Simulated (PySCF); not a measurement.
# Circular dichroism: `C[C@@H]1CC[C@@H]1CBr`, C$_{6}$H$_{11}$Br

Molfile (atoms numbered from 1):
```
C6H11Br
     RDKit          3D

 18 18  0  0  0  0  0  0  0  0999 V2000
   -0.6427    1.6195   -0.3498 C   0  0  0  0  0  0  0  0  0  0  0  0
   -0.3373    0.2258   -0.8722 C   0  0  2  0  0  0  0  0  0  0  0  0
   -1.3952   -0.8224   -0.4741 C   0  0  0  0  0  0  0  0  0  0  0  0
   -0.4237   -1.3986    0.5658 C   0  0  0  0  0  0  0  0  0  0  0  0
    0.7155   -0.5905   -0.0812 C   0  0  2  0  0  0  0  0  0  0  0  0
    1.6469    0.1153    0.8743 C   0  0  0  0  0  0  0  0  0  0  0  0
    3.0078    1.1421   -0.0877 Br  0  0  0  0  0  0  0  0  0  0  0  0
   -0.9214    1.5915    0.7016 H   0  0  0  0  0  0  0  0  0  0  0  0
    0.2131    2.2794   -0.4733 H   0  0  0  0  0  0  0  0  0  0  0  0
   -1.4761    2.0406   -0.9087 H   0  0  0  0  0  0  0  0  0  0  0  0
   -0.1293    0.2846   -1.9423 H   0  0  0  0  0  0  0  0  0  0  0  0
   -1.6211   -1.5255   -1.2727 H   0  0  0  0  0  0  0  0  0  0  0  0
   -2.3265   -0.4190   -0.0830 H   0  0  0  0  0  0  0  0  0  0  0  0
   -0.2992   -2.4792    0.5692 H   0  0  0  0  0  0  0  0  0  0  0  0
   -0.6443   -1.0676    1.5794 H   0  0  0  0  0  0  0  0  0  0  0  0
    1.3043   -1.2129   -0.7596 H   0  0  0  0  0  0  0  0  0  0  0  0
    2.1918   -0.6027    1.4877 H   0  0  0  0  0  0  0  0  0  0  0  0
    1.1286    0.8258    1.5149 H   0  0  0  0  0  0  0  0  0  0  0  0
  1  2  1  0
  2  3  1  0
  3  4  1  0
  4  5  1  0
  5  6  1  0
  6  7  1  0
  5  2  1  0
  1  8  1  0
  1  9  1  0
  1 10  1  0
  2 11  1  6
  3 12  1  0
  3 13  1  0
  4 14  1  0
  4 15  1  0
  5 16  1  6
  6 17  1  0
  6 18  1  0
M  END
```

Computed with TDDFT B3LYP/def2-SVPD circular dichroism and optical rotation, one conformer, gas phase (PySCF 2.14.0). Geometry: GFN2-xTB.

The molecule is flexible and this is one conformer; a measurement averages over conformers. The calculation is non-relativistic, which matters for the atoms heavier than Zn. States above about 7.5 eV (minus the energy of the highest occupied orbital) lie near or above the ionisation threshold and depend on the basis.

**Question.** Assign R or S to each stereocentre.

**Answer.** C2 R, C5 S.

**Question.** Which excitations and rotatory strengths does the calculation give?

**Answer.** Rotatory strengths R in 10⁻⁴⁰ esu² cm², velocity form and length form (origin at the centre of mass); f in length form.
```csv
state,E (eV),λ (nm),f,R (velocity),R (length),main
1,5.97,208,0.004,+0.3,+0.7,HOMO→LUMO 0.95
2,6.03,206,0.003,-1.2,-1.9,HOMO−1→LUMO 0.95
3,7.06,176,0.043,-12.4,-12.8,HOMO→LUMO+1 0.88
4,7.12,174,0.033,-5.8,-6.6,"HOMO−2→LUMO 0.70, HOMO−1→LUMO+1 0.17"
5,7.15,173,0.040,+25.0,+26.2,"HOMO−1→LUMO+1 0.69, HOMO−2→LUMO 0.12"
6,7.26,171,0.057,+11.9,+12.3,"HOMO−3→LUMO 0.80, HOMO−2→LUMO 0.13"
7,7.47,166,0.004,-1.0,-1.0,HOMO→LUMO+2 0.94
8,7.57,164,0.004,-3.7,-3.5,"HOMO−1→LUMO+2 0.64, HOMO→LUMO+3 0.26"
```

Among the states computed, the strongest CD band (largest |R|) is state 5. The largest dissymmetry factor in size, g = 4R/(D+G), with D and G the electric and magnetic dipole strengths, is -0.012 for state 8 (velocity form, f = 0.004), among bands with |R| over 0.5. The mirror image has the same energies and oscillator strengths and all R with the opposite sign.
